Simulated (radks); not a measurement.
Question: These are the eigenvalues of the occupied orbitals of an atom or ion with whole-number occupations (Ry). Method: non-relativistic Kohn-Sham, Tao-Mo meta-GGA, spin-polarised, spherical densities, point nucleus; meta-GGA in the generalised Kohn-Sham scheme; computed with a radial shooting solver on a logarithmic mesh with Libxc functionals.

orbital  eigenvalue
1s        -644.5491
2s        -77.27593
2p        -67.64602
3s         -8.87900
3p         -5.89043
3d         -0.99517

Which element is it, and in what charge state? The configuration may be excited. Open shells, if any, are filled with parallel spins first.

Answer: Z = 29, copper, charge +1: Cu+ in [Ar] 3d10. The list shows which subshells hold electrons but not how many an open one holds; the 1s level, -322.27 hartree, gives Z - s = 25.4 by -(Z - s)^2/2, which with screening narrows Z to a few neighbours, and the depths of the outer levels then fix element, charge and occupations together.
